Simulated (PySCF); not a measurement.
## Telling isomers of C₇H₁₀NP apart by NMR

Single conformer, no solvent, no relativistic terms, equivalent nuclei averaged. Shielding tensors at PBE0/pcSseg-1 (GIAO); coordinates at the PBE0-D3(BJ)/def2-SVP level; PySCF.

Shifts are taken against calculated references (same method and geometry level): 1H, 13C against TMS. Splittings of carbon signals by F and P are missing where no couplings were computed. Where no couplings were computed, multiplicities follow the n + 1 count of equivalent neighbours, and m marks all less simple cases (inequivalent or close neighbours, rings, F or P nearby). Shifts are as computed. Against solution values, carbons near 30 ppm lie about +2 ppm off and those near 130 ppm about +5 ppm. Of 1313 compounds with measured shifts, 239 miss one by over three times the rms of a fit or turn the order of signals round; such compounds aren't used in these exercises.

(1) Tabulate the signals of `Cc1cn(C2CC2)cp1`, `C=Cc1cpcn1CC`, `CC/C=P\n1cccc1`, `CC(C)c1ncccp1` and their relative energies.

(2) What is the quickest way to tell C=Cc1cpcn1CC from CC(C)c1ncccp1?

(3) What is the quickest way to tell CC/C=P\n1cccc1 from CC(C)c1ncccp1?

(4) What is the quickest way to tell Cc1cn(C2CC2)cp1 from C=Cc1cpcn1CC?

## Answers

(1) 
```tsv
SMILES	carbon types	δC	δH	E rel. (kcal/mol)
Cc1cn(C2CC2)cp1	1×C 3×CH 2×CH2 1×CH3	161.4, 151.1, 133.7, 32.9, 17.3, 8.6	7.96 (m, 1H), 7.19 (m, 1H), 3.16 (m, 1H), 2.42 (m, 3H), 0.96 (m, 2H), 0.84 (m, 2H)	13.6
C=Cc1cpcn1CC	1×C 3×CH 2×CH2 1×CH3	160.4, 143.2, 135.4, 131.8, 120.0, 47.6, 18.2	7.72 (m, 1H), 7.68 (m, 1H), 6.58 (m, 1H), 5.99 (m, 1H), 5.45 (m, 1H), 3.84 (q, 2H), 1.24 (t, 3H)	8.6
CC/C=P\n1cccc1	5×CH 1×CH2 1×CH3	189.3, 127.6, 117.3, 29.6, 17.4	7.64 (m, 1H), 6.71 (m, 2H), 6.53 (m, 2H), 2.76 (m, 2H), 1.00 (t, 3H)	13.7
CC(C)c1ncccp1	1×C 4×CH 2×CH3	216.3, 176.3, 152.9, 127.5, 44.7, 25.9	9.29 (m, 1H), 8.91 (m, 1H), 7.38 (m, 1H), 3.27 (m, 1H), 1.40 (d, 6H)	0.0
```

Energies are electronic energies at PBE0/pcSseg-1 on these geometries, without zero-point or thermal terms, each for the one conformer computed, which needn't be the lowest.

(2) Count the carbon signals: 7 against 6. The first has a substituted aromatic carbon next to a ring nitrogen (C) at 143.2 ppm, the second a substituted aromatic carbon next to a ring nitrogen (C) at 216.3 ppm. Their most deshielded carbons lie at 160.4 and 216.3 ppm. In the proton spectra the most deshielded non-exchanging signals are 7.72 (m, 1H) and 9.29 (m, 1H).

(3) Count the carbon signals: 5 against 6. The first has an sp3 CH2 at 29.6 ppm, the second a substituted aromatic carbon next to a ring nitrogen (C) at 216.3 ppm. Their most deshielded carbons lie at 189.3 and 216.3 ppm. In the proton spectra the most deshielded non-exchanging signals are 7.64 (m, 1H) and 9.29 (m, 1H).

(4) Count the carbon signals: 6 against 7. The first has a three-membered-ring carbon (CH) at 32.9 ppm, the second a terminal =CH2 carbon at 120.0 ppm. Their most deshielded carbons lie at 161.4 and 160.4 ppm.
